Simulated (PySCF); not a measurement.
**A small calculation by hand: chemical shift, span and skew from a shielding tensor**

C3H6Cl2Si, SMILES C/C=C/[SiH](Cl)Cl. Atoms are numbered in the order given.

```xyz
12

C     -3.7219    -0.2066     0.0000
C     -2.3294     0.3422     0.0000
C     -1.1968    -0.3812     0.0000
Si     0.4624     0.4227     0.0000
Cl     1.5434    -0.1558    -1.6752
Cl     1.5434    -0.1558     1.6752
H     -4.2804     0.1488     0.8834
H     -3.7297    -1.3065     0.0000
H     -4.2804     0.1488    -0.8834
H     -2.2579     1.4395     0.0000
H     -1.2611    -1.4771     0.0000
H      0.3477     1.8994     0.0000
```
Charge 0, spin multiplicity 1.

Geometry: B3LYP-D3(BJ)/def2-SVP. The structure was generated by enumeration; whether it is a known compound was not checked. The values are those of a single conformer.

GIAO shieldings from PBE/pcSseg-1 (PySCF), non-relativistic, no solvent. The symmetric part of the tensor of C1 has the principal values 137.8, 143.0, 179.4 ppm. The same nucleus in TMS has σ = 182.0 ppm at this level (PySCF, at its B3LYP-D3(BJ)/def2-TZVP geometry). Without spin–orbit terms, shifts of atoms bonded to Cl or Br come out too high.

Question: Work out the isotropic shielding, the ¹³C shift against TMS, the span and the skew.

Answer: 
σ(iso) = (σ11 + σ22 + σ33)/3 = 153.4 ppm. δ = σ(ref) − σ(iso) = 182.0 − (153.4) = 28.6 ppm.
Span Ω = σ33 − σ11 = 41.6 ppm. Skew κ = 3(σ(iso) − σ22)/Ω = 0.75. Tumbling in solution averages the tensor to δ; in a static solid the shielding alone would spread this spin-1/2 line over Ω.
